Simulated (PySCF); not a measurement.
Ligands exchanged one at a time, Sn Cl-H. Isolated molecules, 0 K electronic values unless said otherwise. Strings in code marks are SMILES.

Calculation: PBE-D3(BJ)/def2-TZVP // B3LYP-D3(BJ)/def2-TZVP (PySCF). All candidates: neutral, multiplicity 1. Excitations are Tamm–Dancoff values on a coarser integration grid. The basis has no diffuse functions, so Rydberg states are missing or too high.

The LUMO comes out as -2.45 eV, the HOMO is -7.58 eV and the T1 excitation (TDA) is 4.86 eV.

**Question.** Which member has these values?
A) `[Cl][SnH2][Cl]`
B) `[Cl][SnH3]`
C) `[Cl][SnH]([Cl])[Cl]`

**Answer.** A, `[Cl][SnH2][Cl]`. The others give `[Cl][SnH3]`: -1.79 eV, -7.24 eV, 5.23 eV; `[Cl][SnH]([Cl])[Cl]`: -3.38 eV, -7.97 eV, 4.45 eV
